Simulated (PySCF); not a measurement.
A run for PySCF: R-BP86/6-31G* on H4Si2 (SMILES [SiH][SiH3]), a point of a torsion scan.

```python
from pyscf import gto, scf, dft, mp
from pyscf.data.elements import chemcore

mol = gto.M(
    atom='''
    Si    1.51035662   -0.90045266   -0.10613196
    Si   -0.54489604    0.07413622    0.07065998
    H     2.46159648    0.25678464   -0.05841320
    H    -1.06860410    0.12741248   -1.30871555
    H    -0.92503973    1.38243706    0.63147770
    H    -1.40767116   -0.87614373    0.79668426
    ''',
    basis='6-31g*',
    cart=True,
    charge=0, spin=0, verbose=3, max_memory=1800)
mf = dft.RKS(mol, xc='b88,p86')
mf.conv_tol = 1e-8
mf.max_cycle = 100
mf.kernel()
if not mf.converged:
    mf = mf.newton().run(mf.mo_coeff, mf.mo_occ)
```

Output:

```
converged SCF energy = -581.318215529046
```

The run converged.

Cost: about 2.8 core-seconds (a rough figure).
